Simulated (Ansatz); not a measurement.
Reaction (formal exchange of groups at a B–C bond): `C=CB(Cl)Cl` + `CC(C)CCCl` → `CC(C)CB(Cl)Cl` + `C=CCCl`

Gas-phase electronic energies from Ansatz, PBE0-D4/def2-TZVP geometries. CBS: MP2 limit from def2 TZ/QZ plus the TZ coupled-cluster correction, frozen cores. DFT in def2-TZVPP. B3LYP here is the variant with VWN-RPA as its local correlation; programs differ in this. HSE06 is defined as in plane-wave codes. One conformer a species, not always the lowest.

Task: Is it downhill or uphill in electronic energy at CCSD(T)/CBS, and by how much? (An estimate is asked.)

Result: Computed: Uphill: ΔE = +13.2 kJ/mol.

Task: What do these levels give: PBE-D4, B97M-V, HSE06-D4, BHLYP-D4, BLYP, B3LYP, r2SCAN0, HSE06, CCSD/def2-SVP, CCSD(T)/def2-SVP, MP2/def2-QZVPP, MP2/CBS(def2)? (Best estimate.)

Result: Computed: PBE-D4 11.6, B97M-V 13.9, HSE06-D4 12.0, BHLYP-D4 14.5, BLYP 12.1, B3LYP 12.7, r2SCAN0 12.9, HSE06 11.7, CCSD/def2-SVP 16.0, CCSD(T)/def2-SVP 16.7, MP2/def2-QZVPP 13.8, MP2/CBS(def2) 13.6 kJ/mol.

Largest T1 diagnostic among the species: 0.012.

Leaving LDA and LC-ωPBE aside and taking each functional with its dispersion term where it has one, the values spread over 2.8 kJ/mol, from PBE-D4 to BHLYP-D4. At CCSD(T), def2-SVP lies +3.5 kJ/mol from the extrapolated value and def2-TZVPP +0.8 kJ/mol.
